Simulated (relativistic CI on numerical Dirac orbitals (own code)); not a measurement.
**Hyperfine structure of Fe²⁵⁺, mass number 57**

Computed by Dirac equation for one electron, model QED (radiative potential, 1s self-energy scaled to tabulated hydrogen-like ionisation energies) (own radial code, finite nucleus).

CI space: 1s, 2s, 2p, 3s, 3p, 3d, 4s, 4p, 4d, 4f, 5s, 5p, 5d, 5f, 5g, 6s, 6p, 6d. Levels of other configurations are missing.

Nuclear spin I = 1/2, μ = 0.09064 μN (tables of Stone and Pyykkö). The electronic factors are computed for point nuclear moments, without core polarisation or the Bohr-Weisskopf and QED corrections.

```csv
Level,E (Ry),A (GHz)
1s ²S1/2,0.000,852.8
2p ²P°1/2,510.961,36.3
2s ²S1/2,511.003,109.2
2p ²P°3/2,512.521,6.827
3p ²P°1/2,606.100,10.79
3s ²S1/2,606.112,32.37
3d ²D3/2,606.561,1.219
3p ²P°3/2,606.562,2.033
```

Levels with J = 0, under 50 % of one LS term, or S terms without an open s electron are left out. Small factors come from cancelling terms and can be off by tens of per cent or more.

(1) Give the hyperfine levels of 1s ²S1/2 relative to its centre of gravity.

Results:

(1) With K = F(F + 1) − I(I + 1) − J(J + 1), E = AK/2: F = 0: -639.6, F = 1: 213.2 GHz.
